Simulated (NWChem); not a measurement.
## Correlation energy of Cl$_{2}$Sn

```xyz
3

Sn     0.0000     0.0000     0.6266
Cl     1.8492     0.0000    -0.9215
Cl    -1.8492     0.0000    -0.9215
```
Charge 0, spin multiplicity 1.

Program: NWChem. Structure: optimised with PBE/def2-SVP with def2 effective core potentials on Sn, a minimum by its harmonic frequencies.

Basis set: def2-SVP. Each correlation energy counts from its own Hartree-Fock reference.

Effective core potentials replace the inner electrons of Sn; spin-orbit coupling is left out. The correlated methods keep 14 core orbitals frozen. The structure started from a generated list of species. No row is a measurement; the coupled-cluster row has its own basis-set and correlation limits.

**Question.** For the correlation energy, MP2 gives -345.1 mHa and SCS-MP2 gives -333.6 mHa. What do CR-CCSD[T], CR-CCSD(T), CCSD give?

**Answer.** CR-CCSD[T]: -385.7 mHa; CR-CCSD(T): -385.3 mHa; CCSD: -377.4 mHa.
